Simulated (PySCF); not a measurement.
PySCF input for C3Si, SMILES [c+]12[si-2][c+]2[C]1 (connectivity only; charge and spin as stated), neutral, multiplicity 1, PBE0/pcSseg-2. Geometry optimised at r2SCAN-D4/def2-TZVP.

```python
import numpy as np
from pyscf import gto, scf, dft
from pyscf.prop.nmr import rks as nmr

mol = gto.M(
    atom='''
    Si    0.00000000    0.00000000   -1.17904317
    C     0.00000000   -0.73622330    0.50651320
    C     0.00000000    0.73622330    0.50651320
    C     0.00000000    0.00000000    1.73807431
    ''',
    basis='pcSseg-2',
    charge=0,
    spin=0,
    max_memory=1600,
    verbose=3,
)
mf = dft.RKS(mol, xc='pbe0')
mf.grids.level = 3
mf.conv_tol = 1e-10
mf.max_cycle = 100
mf.kernel()
n = nmr.NMR(mf)
n.verbose = 2
n.max_cycle_cphf = 60
sigma = n.kernel()
print('atom   isotropic/ppm   span/ppm')
for i, s in enumerate(sigma):
    w = np.linalg.eigvalsh((s + s.T) / 2)
    print(f'{mol.atom_symbol(i):2s}{i + 1:3d} {w.mean():14.3f} {w[2] - w[0]:11.3f}')
```

It prints:

```
converged SCF energy = -403.348258702747
atom   isotropic/ppm   span/ppm
Si  1        214.887     202.653
C   2       -133.740     628.507
C   3       -133.740     628.507
C   4       -263.856     658.158
```

The calculation finished and met its thresholds.
